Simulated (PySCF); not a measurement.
Job file and geometry (Å, from GFN2-xTB) of an NMR shielding run on SMILES CC(C)([SeH])C1CC1, C$_{6}$H$_{12}$Se, GIAO PBE0/pcSseg-1 NMR shielding, non-relativistic, gas phase (PySCF); density fitting, a coarse starting grid and PySCF grid level 2 are the driver's defaults:

```
{"job": {"kind": "nmr", "xc": "PBE0", "basis": "pcSseg-1"}, "charge": 0, "multiplicity": 1}
C      1.143185    -0.863650    -1.170288
C      0.563092    -0.007807    -0.050633
C      1.365607    -0.154117     1.236768
Se     0.687934     1.932624    -0.633904
C     -0.882820    -0.381977     0.193417
C     -2.007040     0.147859    -0.640960
C     -1.872912     0.568408     0.791035
H      2.184449    -0.606420    -1.359554
H      0.575724    -0.723320    -2.088342
H      1.095330    -1.916086    -0.893748
H      1.325772    -1.186365     1.581994
H      2.409413     0.113611     1.079112
H      0.954127     0.485368     2.015482
H      2.126918     1.888217    -0.757538
H     -0.967611    -1.418668     0.505475
H     -1.774081     0.880186    -1.402349
H     -2.807289    -0.522465    -0.916612
H     -2.579723     0.191852     1.515118
H     -1.549880     1.582001     0.988066
```

Question: Write the output of this run.

Answer: 
```
coarse grid: 68080 points
cycle   1  E = -2636.4711058699  dE = -2.282e-01  |g| = 7.553e-01  |ddm| = 3.870e+00
cycle   2  E = -2636.4739924927  dE = -2.887e-03  |g| = 5.409e-01  |ddm| = 7.552e-01
cycle   3  E = -2636.5215947229  dE = -4.760e-02  |g| = 1.232e-01  |ddm| = 4.959e-01
cycle   4  E = -2636.5251022836  dE = -3.508e-03  |g| = 3.723e-02  |ddm| = 1.556e-01
cycle   5  E = -2636.5254340375  dE = -3.318e-04  |g| = 1.253e-02  |ddm| = 4.925e-02
cycle   6  E = -2636.5254690015  dE = -3.496e-05  |g| = 1.649e-03  |ddm| = 1.180e-02
cycle   7  E = -2636.5254694810  dE = -4.795e-07  |g| = 6.927e-04  |ddm| = 1.975e-03
final grid: 144792 points
cycle   8  E = -2636.5253885349  dE = -2.145e-09  |g| = 9.497e-04  |ddm| = 3.510e-03
cycle   9  E = -2636.5253882981  dE =  2.368e-07  |g| = 1.362e-03  |ddm| = 2.321e-03
cycle  10  E = -2636.5253887663  dE = -4.682e-07  |g| = 1.306e-04  |ddm| = 1.401e-03
cycle  11  E = -2636.5253887702  dE = -3.911e-09  |g| = 1.638e-05  |ddm| = 1.313e-04
cycle  12  E = -2636.5253887703  dE = -8.049e-11  |g| = 4.337e-06  |ddm| = 2.551e-05
converged SCF energy = -2636.5253887703

GIAO shielding tensors (ppm)
atom      isotropic    diamagn.    paramagn.     s11        s22        s33       span
  0 C      148.005     246.573     -98.568    125.697    136.437    181.881     56.184
  1 C      124.718     241.894    -117.176     90.546    124.067    159.541     68.995
  2 C      147.986     246.576     -98.591    125.712    136.391    181.854     56.142
  3 Se    1570.779    3000.393   -1429.614   1023.531   1431.030   2257.776   1234.245
  4 C      162.078     247.387     -85.309    128.406    142.237    215.590     87.184
  5 C      181.314     253.018     -71.704    152.532    174.473    216.937     64.404
  6 C      181.334     253.013     -71.679    152.538    174.486    216.978     64.439
  7 H       30.133      31.324      -1.191     25.626     28.484     36.290     10.664
  8 H       29.456      30.550      -1.094     25.883     27.617     34.868      8.985
  9 H       30.268      30.742      -0.474     26.190     26.970     37.644     11.454
 10 H       30.269      30.747      -0.478     26.194     26.969     37.644     11.450
 11 H       30.133      31.327      -1.194     25.624     28.488     36.289     10.665
 12 H       29.456      30.551      -1.095     25.885     27.619     34.865      8.980
 13 H       30.126      32.406      -2.280     21.752     27.354     41.272     19.520
 14 H       31.049      32.662      -1.613     24.364     28.643     40.141     15.777
 15 H       30.977      31.699      -0.722     23.433     31.704     37.795     14.362
 16 H       31.224      30.530       0.694     25.119     26.049     42.503     17.384
 17 H       31.225      30.531       0.694     25.120     26.051     42.503     17.383
 18 H       30.981      31.697      -0.716     23.440     31.708     37.796     14.357
```

Relativistic effects, spin–orbit coupling among them, are left out; they matter for Se and for the light atoms bonded to it.

Size and cost of the density-fitted run: 203 basis functions, 50 s wall time on 1 thread of an x86-64 server CPU, shared host.
